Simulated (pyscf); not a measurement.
Hydrogen shift: HC⁻=CH–NH₂ → H₂C=CH–NH⁻

Gas phase, singlet surface, charge -1. Bonds broken: N1–H2. Bonds formed: H2–C5. PySCF, gas phase, ωB97X-D3(BJ)/def2-SVPD geometries. MP2 and CC: frozen core, UHF for open shells. ΔMP2 is the change of the MP2 total energy from the triple- to the quadruple-zeta basis.

Transition state (Å):

```xyz
7

N     -0.9055    -0.3732     0.6106
H      0.4112     0.0865     0.0298
H     -1.5722    -1.1558     0.6618
C     -1.0663     0.3935    -0.5305
C      0.0447     0.9144    -1.1486
H     -2.0936     0.6738    -0.8501
H      0.9372     0.2204    -1.0887
```

One imaginary mode, 1578i cm⁻¹; descent along it reached the two sides named, in the forms told below.

```
bond   change  reactant side (Å)  saddle  product side
-----  ------  -----------------  ------  ------------
N1–H2  breaks              1.020   1.511           2.8
H2–C5   forms                2.6   1.486         1.096
```

Electronic energies relative to the reactant's lowest minimum found (kcal/mol):

```csv
level,barrier,reaction energy,reverse barrier
ωB97X-D3(BJ)/def2-TZVPD,63.0,-31.4,94.3
PBE/def2-TZVPD,52.1,-31.9,84.0
r²SCAN/def2-TZVPD,55.8,-32.8,88.7
B3LYP-D3(BJ)/def2-TZVPD,60.1,-32.1,92.1
PBE0-D3(BJ)/def2-TZVPD,57.9,-32.1,90.0
M06-2X/def2-TZVPD,61.3,-31.0,92.2
ωB97M-D3(BJ)/def2-TZVPD,61.6,-30.1,91.7
HF/def2-TZVPD,79.5,-30.7,110.2
MP2/def2-QZVPPD,57.9,-31.2,89.1
CCSD/def2-TZVPPD,65.6,-29.0,94.6
CCSD(T)/def2-TZVPPD,61.5,-29.0,90.5
CCSD(T)/def2-TZVPPD + ΔMP2(QZVPPD),61.3,-29.2,90.6
```

With CCSD(T)/def2-TZVPPD + ΔMP2(QZVPPD) energies and thermal terms (ideal gas, 1 atm, RRHO with modes under 100 cm⁻¹ raised to 100, one conformer, R ln 2 for chiral ones without a mode under 150 cm⁻¹), in kcal/mol:

```
T (K)   ΔH‡   ΔG‡     ΔH     ΔG
-----  ----  ----  -----  -----
298    55.8  56.0  -29.6  -29.1
600    55.8  56.2  -29.5  -28.6
900    55.8  56.4  -29.5  -28.1
1200   55.8  56.6  -29.5  -27.6
```

On the reactant side the descent ends in a point that may be a rotor saddle (no frequency run), 2.9 kcal/mol over the lowest minimum found and 60.1 kcal/mol under the saddle at ωB97X-D3(BJ)/def2-TZVPD. On the product side the descent ends in a point that may be a rotor saddle (no frequency run), 1.8 kcal/mol over the lowest minimum found and 92.5 kcal/mol under the saddle at ωB97X-D3(BJ)/def2-TZVPD. This saddle turned up in a search for another step; its sides and bond changes are read from the two ends of the descent. This is the saddle that the search found; another between the same sides may lie lower. The CCSD(T) − MP2 part came from Ansatz, without density fitting, on the same reference.
